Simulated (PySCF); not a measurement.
# Stretching SbSe

Set-up: Sb def2-TZVPP with ECP28, Se def2-TZVPP; scalar-relativistic core potentials (PySCF 2.14). Energies in eV from Sb + Se in their ground configurations at the same level. State: ²Π (doublet), unpaired electrons π ↑.

All columns are PBE0. A positive dipole means Sb(−)Se(+).

```json
{"R (Å)": "2.011", "E (eV)": "-1.468", "μ (D)": "-0.95", "Mulliken charge on Sb (basis-dependent)": "0.29", "HOMO (eV)": "-4.82", "LUMO (eV)": "-3.08", "Mayer bond order": "2.27", "⟨S²⟩": "0.75"}
{"R (Å)": "2.104", "E (eV)": "-2.420", "μ (D)": "-1.26", "Mulliken charge on Sb (basis-dependent)": "0.32", "HOMO (eV)": "-5.01", "LUMO (eV)": "-3.28", "Mayer bond order": "2.24", "⟨S²⟩": "0.75"}
{"R (Å)": "2.198", "E (eV)": "-2.933", "μ (D)": "-1.57", "Mulliken charge on Sb (basis-dependent)": "0.34", "HOMO (eV)": "-5.20", "LUMO (eV)": "-3.48", "Mayer bond order": "2.23", "⟨S²⟩": "0.76"}
{"R (Å)": "2.268", "E (eV)": "-3.109", "μ (D)": "-1.80", "Mulliken charge on Sb (basis-dependent)": "0.34", "HOMO (eV)": "-5.34", "LUMO (eV)": "-3.62", "Mayer bond order": "2.23", "⟨S²⟩": "0.76"}
{"R (Å)": "2.338", "E (eV)": "-3.153", "μ (D)": "-2.02", "Mulliken charge on Sb (basis-dependent)": "0.33", "HOMO (eV)": "-5.47", "LUMO (eV)": "-3.76", "Mayer bond order": "2.22", "⟨S²⟩": "0.76"}
{"R (Å)": "2.408", "E (eV)": "-3.098", "μ (D)": "-2.22", "Mulliken charge on Sb (basis-dependent)": "0.33", "HOMO (eV)": "-5.59", "LUMO (eV)": "-3.90", "Mayer bond order": "2.21", "⟨S²⟩": "0.77"}
{"R (Å)": "2.502", "E (eV)": "-2.920", "μ (D)": "-2.41", "Mulliken charge on Sb (basis-dependent)": "0.31", "HOMO (eV)": "-5.73", "LUMO (eV)": "-4.03", "Mayer bond order": "2.11", "⟨S²⟩": "0.87"}
{"R (Å)": "2.619", "E (eV)": "-2.624", "μ (D)": "-2.43", "Mulliken charge on Sb (basis-dependent)": "0.28", "HOMO (eV)": "-5.87", "LUMO (eV)": "-4.06", "Mayer bond order": "1.84", "⟨S²⟩": "1.13"}
{"R (Å)": "2.759", "E (eV)": "-2.244", "μ (D)": "-2.45", "Mulliken charge on Sb (basis-dependent)": "0.24", "HOMO (eV)": "-6.00", "LUMO (eV)": "-4.01", "Mayer bond order": "1.54", "⟨S²⟩": "1.38"}
{"R (Å)": "2.946", "E (eV)": "-1.749", "μ (D)": "-2.57", "Mulliken charge on Sb (basis-dependent)": "0.22", "HOMO (eV)": "-6.12", "LUMO (eV)": "-3.91", "Mayer bond order": "1.24", "⟨S²⟩": "1.60"}
```

A fit through these points gives, at Re = 2.330 Å, μ = -1.99 D and dμ/dR = -3.12 D/Å; the reduced mass is 48.11 u.

Q: How strong is the fundamental in the double-harmonic approximation, I = 42.26·(dμ/dR)²/μred km/mol?

A: I = 42.26·(-3.12)²/48.11 = 8.55 km/mol at PBE0.

⟨S²⟩ of the unrestricted solution departs from its pure value on part of the curve, where spin states mix. These are scalar-relativistic numbers at best; spin–orbit coupling would shift them, the dissociation energy most. The state is the lowest determinant that a PBE0 search found; another state may lie lower at other levels.
